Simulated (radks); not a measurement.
Values are calculated unless marked as measured or tabulated.
All-electron atom: La8+ in [Kr] 4d10 5s2 5p1.

Level of theory: scalar-relativistic Kohn-Sham, PBE, spin-unpolarised, spherical densities, point nucleus (a radial shooting solver on a logarithmic mesh with Libxc functionals).

Energy parts (eV):
| part | energy |
|---|---|
| total | -230694.28 |
| kinetic | 244058.71 |
| electron-nucleus | -553148.20 |
| Hartree | 83830.19 |
| exchange-correlation | -5434.98 |

Orbitals (lengths in bohr, moments of r in powers of bohr; r(max) is where P^2 peaks; r(90%) holds 90 % of the orbital's charge):
| orbital | occ. | eigenvalue (eV) | r(90%) | r(max) | <1/r> |
|---|---|---|---|---|---|
| 1s | 2 | -38860.71 | 0.0452 | 0.01608 | 62.02 |
| 2s | 2 | -6275.744 | 0.166 | 0.09093 | 14.28 |
| 2p | 6 | -5635.710 | 0.153 | 0.07312 | 13.55 |
| 3s | 2 | -1425.071 | 0.418 | 0.2603 | 5.173 |
| 3p | 6 | -1220.687 | 0.424 | 0.2548 | 4.903 |
| 3d | 10 | -927.2036 | 0.406 | 0.2100 | 4.649 |
| 4s | 2 | -369.7685 | 0.935 | 0.6074 | 2.158 |
| 4p | 6 | -303.0415 | 1.00 | 0.6341 | 1.994 |
| 4d | 10 | -206.2525 | 1.13 | 0.6686 | 1.746 |
| 4f | 0 | -103.2027 | 1.52 | 0.7104 | 1.314 |
| 5s | 2 | -130.7273 | 2.00 | 1.341 | 0.9439 |
| 5p | 1 | -110.6873 | 2.19 | 1.463 | 0.8546 |
| 6s | 0 | -66.6741 | 3.56 | 2.586 | 0.5212 |

The highest occupied level is 5p at -110.69 eV. Summed over all electrons, <r^2> = 19.59 bohr^2, which gives a Langevin (diamagnetic) susceptibility term of -15.5 x 10^-6 cm^3/mol. The density falls to 0.001 e/bohr^3 at r = 2.77 bohr.
